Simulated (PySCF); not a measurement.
NbCl4: Nb(IV) (d1), charge 0. The structure is a PBE0-D3(BJ)/def2-TZVP geometry optimised for multiplicity 2; coordination tetrahedral, point group D2d, metal–donor distances 2.26 Å.

The d shell alone is too small an active space for NbCl4 (an active orbital has only 0.64 squared overlap with the free ion's shell): its levels, fitted parameters, g values and moments show what this model gives and aren't sound predictions.

```
5

Nb    0.0000    0.0000    0.0000
Cl    1.2203    1.3464    1.3464
Cl    1.2203   -1.3464   -1.3464
Cl   -1.2203   -1.3464    1.3464
Cl   -1.2203    1.3464   -1.3464
```

Method (PySCF 2.14, density fitting): CASSCF(1,5) with orbitals averaged over all microstates of the shell, strongly contracted NEVPT2 on the averaged canonical orbitals; basis x2c-TZVPall on the metal, x2c-SVPall elsewhere; spin-free X2C; gas phase; spin-orbit coupling by state interaction with the mean-field operator over all roots.

(1) What is the ground state?

(2) List the excited states of the same spin.

(3) Give the fitted ligand-field and repulsion parameters.

(4) What magnetic behaviour follows?

No frequencies were computed for the optimised geometry. Charge-transfer states lie outside this active space and may come lower than some of these levels. NEVPT2 on the d shell alone tends to put d–d bands too high for such charged or covalently bound ions.

The job took 8.8 s on one thread of Arm Neoverse V2 (shared host), with 135 basis functions and a peak of 0.51 GiB, launched as `OMP_NUM_THREADS=1 python lf_run.py task.json out`.

Answers

(1) 2A1 (from 2E) (S = 1/2, orbital degeneracy 1), with 1.0 electrons in the lower (e-type) set and 0.0 in the upper (t2-type) set, by NEVPT2.

(2) By NEVPT2: 2B1 (from 2E) at 1108 cm⁻¹; 2E (from 2T2) at 10006 cm⁻¹ (999 nm); 2B2 (from 2T2) at 13176 cm⁻¹ (759 nm). The strongest, at 13176 cm⁻¹, has f = 6.4e-03.

(3) At NEVPT2 level: orbital energies 0, 1108, 10006, 10006, 13176 cm⁻¹; 10Dq = 10509 cm⁻¹ (difference of the means of the two sets); ζ = 440 cm⁻¹ (free ion 721).

(4) The ground doublet has g = 1.790, 1.790, 1.990. μeff is 1.65 μB at 300 K and 1.61 μB at 10 K; the spin-only value is 1.73 μB.
